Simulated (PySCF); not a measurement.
# Which basis set comes closest?

Molecule: `C(CCCC)(N)=O`, C5H11NO.

Geometry:
```csv
atom,x (Å),y (Å),z (Å)
C1,-2.949,0.121,0.522
C2,-1.685,-0.356,-0.176
C3,-0.414,0.229,0.422
C4,0.848,-0.246,-0.272
C5,2.113,0.365,0.307
N6,3.271,-0.081,-0.253
O7,2.101,1.190,1.197
H8,-2.944,-0.158,1.588
H9,-3.853,-0.313,0.069
H10,-3.043,1.217,0.471
H11,-1.735,-0.099,-1.250
H12,-1.635,-1.459,-0.138
H13,-0.349,-0.021,1.494
H14,-0.448,1.330,0.387
H15,0.932,-1.347,-0.217
H16,0.813,-0.006,-1.350
H17,3.286,-0.762,-0.997
H18,4.144,0.300,0.085
```

Geometry PBE0-D3(BJ)/def2-SVP throughout; GIAO in PySCF 2.14, gas phase, one conformer, non-relativistic; equivalent atoms averaged; functional PBE0.

Reference values (measured; solution, not stated per compound (mostly CDCl3 or CCl4); Pretsch, Buehlmann, Badertscher, Structure Determination of Organic Compounds, 4th ed. (2009)): δ(H15/H16) = 2.22 ppm, δ(H13/H14) = 1.60 ppm, δ(H11/H12) = 1.37 ppm, δ(H8/H9/H10) = 0.93 ppm. Computed shifts are taken against TMS, calculated as an isolated molecule at each level.

Q: How do the basis sets STO-3G, pcSseg-0, 6-31G, 6-31G*, cc-pVDZ, def2-SVP, pcSseg-1, 6-311+G(2d,p), aug-cc-pVDZ, def2-TZVP perform against the reference? Times are CPU seconds on shared hosts with different chips, so compare them loosely.

A: 
| basis set | functions | H15/H16 | H13/H14 | H11/H12 | H8/H9/H10 | mean abs. error H | core-s |
| --- | --- | --- | --- | --- | --- | --- | --- |
| STO-3G | 46 | 1.48 | 1.16 | 0.77 | 0.77 | 0.49 | 6.9 |
| pcSseg-0 | 85 | 2.16 | 1.44 | 1.09 | 1.17 | 0.19 | 8.3 |
| 6-31G | 85 | 2.07 | 1.75 | 1.26 | 1.12 | 0.15 | 15 |
| 6-31G* | 120 | 1.88 | 1.62 | 1.22 | 1.00 | 0.15 | 21 |
| cc-pVDZ | 153 | 1.72 | 1.36 | 1.04 | 0.92 | 0.27 | 18 |
| def2-SVP | 153 | 1.69 | 1.28 | 0.96 | 0.88 | 0.33 | 18 |
| pcSseg-1 | 174 | 1.81 | 1.40 | 1.04 | 1.04 | 0.26 | 27 |
| 6-311+G(2d,p) | 255 | 2.06 | 1.50 | 1.15 | 0.96 | 0.13 | 60 |
| aug-cc-pVDZ | 260 | 2.12 | 1.57 | 1.20 | 1.05 | 0.11 | 40 |
| def2-TZVP | 283 | 2.04 | 1.53 | 1.16 | 0.97 | 0.13 | 47 |

For 1H the closest is aug-cc-pVDZ (0.11 ppm, with def2-TZVP, 6-311+G(2d,p) practically level) and the furthest STO-3G (0.49 ppm). Where a smaller basis beats a larger one, errors probably cancel. One molecule is a small sample, and vibrational and solvent effects are absent from the calculation.

A small basis that lands close on one nucleus may do so by chance; judge by the trend and by all nuclei.
